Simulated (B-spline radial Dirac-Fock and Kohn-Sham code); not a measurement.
Pb²⁺ 4f5/2: cross section and angular parameters

System: the Pb²⁺ ion in the configuration [Xe] 4f14 5d10 6s2; threshold 170.4 eV (orbital energy of the model). Level of theory: Dirac-Hartree-Slater photoionisation with a Latter tail; cross sections with all multipoles, angular parameters from the dipole term and its interference with E2; an atomic code on a B-spline grid.

For linearly polarised light dσ/dΩ = σ/(4π) [1 + β P₂(cos θ) + (δ + γ cos²θ) sin θ cos φ], with θ from the polarisation vector and φ the angle between the beam and the projection of the electron momentum on the plane normal to the polarisation.

| hν (eV) | σ (kb) | β | γ | δ |
| --- | --- | --- | --- | --- |
| 218 | 474 | 1.380 | 0.022 | 0.004 |
| 404 | 2050 | 0.347 | -0.013 | 0.015 |
| 482 | 1750 | 0.457 | -0.014 | 0.019 |
| 490 | 1720 | 0.468 | -0.014 | 0.020 |
| 603 | 1260 | 0.609 | -0.009 | 0.027 |
| 859 | 599 | 0.822 | 0.021 | 0.042 |
| 1000 | 411 | 0.895 | 0.047 | 0.050 |
| 1060 | 354 | 0.920 | 0.060 | 0.053 |
| 1253.6 | ? | ? | ? | ? |
| 1320 | 193 | 0.995 | 0.124 | 0.067 |
| 1510 | 130 | 1.028 | 0.177 | 0.077 |
| 2800 | 17.7 | 1.057 | 0.550 | 0.136 |
| 2984.4 | 14.2 | 1.050 | 0.598 | 0.144 |
| 3000 | 14.0 | 1.050 | 0.602 | 0.145 |
| 4000 | 4.97 | 1.000 | 0.836 | 0.187 |
| 5414.7 | 1.58 | 0.925 | 1.095 | 0.245 |
| 5580 | 1.41 | 0.916 | 1.121 | 0.252 |
| 7720 | 0.389 | 0.819 | 1.396 | 0.336 |
| 8710 | 0.238 | 0.781 | 1.496 | 0.374 |
| 9000 | 0.208 | 0.771 | 1.522 | 0.384 |
| 11200 | 0.0831 | 0.702 | 1.692 | 0.464 |
| 11500 | 0.0743 | 0.693 | 1.712 | 0.475 |
| 12000 | 0.0620 | 0.680 | 1.743 | 0.492 |
| 15000 | 0.0237 | 0.610 | 1.898 | 0.592 |

Problem. Give the values at Mg Kα (1253.6 eV).

Solution. σ = 224 kb, β = 0.980, γ = 0.107, δ = 0.064.

Values without a named source are computed, but for edge energies of neutral atoms, which are taken from tables.
